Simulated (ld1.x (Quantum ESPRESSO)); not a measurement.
## B RRKJ: all-electron and pseudo phase curves

B, norm-conserving RRKJ (Kleinman–Bylander form), made with ld1.x (Quantum ESPRESSO) 7.5 (PBE, scalar-relativistic). Core [He], reference 2s2 2p0 (charge +1). Waves: 2p (bound, empty): rc 2.40 bohr; 2s (bound): rc 1.35 bohr. Local part: the s channel. Core correction: a·sin(br)/r model core inside 1.10 bohr.

The phase is arctan(r·u′/u) with u = r·R(r), unwrapped; energies in Ry, scanned from -3 to 5 Ry. A pole is an energy at which the radial function vanishes at the test radius. The pseudo phase is shifted by a multiple of π to meet the all-electron one at the reference energy, and phase errors are pseudo minus all-electron; the curves can meet again beyond the range given. Levels narrower than the energy grid can be missing from the lists of poles.

```json
{"channel": "s", "radius (bohr)": "2.61", "reference energy (Ry)": "-1.43", "poles, all-electron": "-0.92, 4.89", "poles, pseudo": "-0.92, 4.66", "unbroken range about the reference energy with phases within 0.05 rad": "below 1.3", "phase error 1 Ry above the reference energy (rad)": "-0.001"}
{"channel": "p", "radius (bohr)": "2.61", "reference energy (Ry)": "-0.98", "poles, all-electron": "-0.49, 4.26", "poles, pseudo": "-0.48", "unbroken range about the reference energy with phases within 0.05 rad": "below 0.8", "phase error 1 Ry above the reference energy (rad)": "+0.009"}
```

Phases in the p channel:

```
E (Ry)  all-electron  pseudo
 -3.00         1.297   1.298
 -2.76         1.277   1.278
 -2.52         1.252   1.252
 -2.28         1.217   1.218
 -2.04         1.167   1.169
 -1.80         1.087   1.089
 -1.56         0.934   0.937
 -1.32         0.535   0.539
 -1.08        -0.557  -0.557
 -0.84        -1.269  -1.269
 -0.60        -1.510  -1.507
 -0.36        -1.629  -1.624
 -0.12        -1.709  -1.702
  0.12        -1.778  -1.767
  0.36        -1.848  -1.830
  0.60        -1.932  -1.902
  0.84        -2.048  -1.993
  1.08        -2.230  -2.123
  1.32        -2.558  -2.332
  1.56        -3.128  -2.693
  1.80        -3.739  -3.245
  2.04        -4.109  -3.768
  2.28        -4.308  -4.092
  2.52        -4.426  -4.277
  2.76        -4.503  -4.391
  3.00        -4.558  -4.468
  3.24        -4.600  -4.523
  3.48        -4.633  -4.564
  3.72        -4.661  -4.597
  3.96        -4.685  -4.624
  4.20        -4.707  -4.647
  4.44        -4.727  -4.667
  4.68        -4.746  -4.685
  4.92        -4.765  -4.701
```
